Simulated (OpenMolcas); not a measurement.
Rh II.

```json
{
 "Program": "OpenMolcas",
 "Basis": "ANO-RCC-VDZP [6s5p3d1f]",
 "Scalar Hamiltonian": "DKH2, point nucleus",
 "Active space": "8 electrons in 5 orbitals (4d)",
 "State averaging": "2S+1 = 3 even, 10 roots; 2S+1 = 1 even, 15 roots",
 "Spin-orbit coupling": "RASSI with atomic mean-field integrals over the reference wave functions, term energies averaged over their components"
}
```

Two sets of levels on these reference wave functions, in cm-1 above 4d8 3F4: one from CASSCF and one from SS-CASPT2, IPEA 0.25 Eh, imaginary shift 0.1 Eh (closed shells correlated: 4s 4p).

```tsv
Level	Set 1	Set 2
4d8 3F4	0.0	0.0
4d8 3F3	2420	2410
4d8 3F2	3630	3780
4d8 1D2 [59 %]	9450	11650
4d8 3P1	13050	14940
4d8 3P2 [62 %]	12990	15070
4d8 3P0	13280	15230
4d8 1G4	16660	18460
4d8 1S0	36720	43360
```

Question: Which set is which?

Answer: Set 1 is SS-CASPT2. Its levels of the other terms of 4d8 lie at 0.81 to 0.90 of the other set's values, as expected, since terms of lower spin or lower L gain more correlation energy than the Hund ground term. Against 6 measured levels (NIST Handbook of Basic Atomic Spectroscopic Data) the mean absolute deviation is 1500 cm-1 with it and 2100 cm-1 without; single levels miss by up to 2500 cm-1 with it.

Term energies are means over components that CASPT2 splits; among the terms shown or strongly mixed into the levels shown the widest spread is 720 cm-1 (4d8 3F, SS-CASPT2). Configurations with an s electron lie low at this charge and mix in, so terms can be misplaced. Without dynamic correlation excited terms often stand tens of per cent too high (terms of higher spin than the ground term too low), and those without a measured partner can miss by more than the paired ones (holds for CASSCF). Some levels mix across a computed gap that differs much from the measured one, so their mixing is not that of the real levels (holds for SS-CASPT2). Some terms miss by over 15 % even with CASPT2, which points to a basis or an active space too small for the shells correlated (holds for SS-CASPT2). Measured partners are found by configuration, term and J. A level has none where our copy of the source lacks it or the pairing is in doubt (some pairs that miss far off the trend of their configuration count as doubtful), and it then counts in no deviation. Levels of configurations outside the active space are missing.

A share in square brackets marks a mixed level and gives the weight of the term that names it, the lowest over the columns.
